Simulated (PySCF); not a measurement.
**Se(2+): excitation energy**

Se(2+) [Ar] 3d10 4s2 4p2 (3P) → Se(2+) [Ar] 3d10 4s1 4p3 (5S), as a difference of total energies. Calculation: PySCF 2.14, in aug-cc-pwCVTZ-PP with ECP10MDF (8s7p6d4f1g, 96 functions); a scalar-relativistic core potential. Correlated levels: valence: 3s2 3p6 3d10 frozen; valence and next inner shell: nothing frozen outside the core potential. The calculations carry no spin-orbit coupling.

```json
{"method": "UHF", "excitation energy (eV)": "6.340"}
{"method": "LDA", "excitation energy (eV)": "9.296"}
{"method": "PBE", "excitation energy (eV)": "8.996"}
{"method": "PBE0", "excitation energy (eV)": "8.503"}
{"method": "r2SCAN", "excitation energy (eV)": "8.057"}
{"method": "wB97X-V", "excitation energy (eV)": "8.852"}
{"method": "r2SCAN0", "excitation energy (eV)": "7.871"}
{"method": "wB97X", "excitation energy (eV)": "9.269"}
{"method": "HSE06", "excitation energy (eV)": "8.601"}
{"method": "MP2 (valence)", "excitation energy (eV)": "7.401"}
{"method": "SCS-MP2 (valence)", "excitation energy (eV)": "7.871"}
{"method": "MP2 (valence and next inner shell)", "excitation energy (eV)": "7.977"}
{"method": "SCS-MP2 (valence and next inner shell)", "excitation energy (eV)": "8.332"}
```

Task: How much does correlation contribute at MP2 (valence and next inner shell)?

Result: 7.977 − (6.340) = 1.637 eV, measured against UHF.
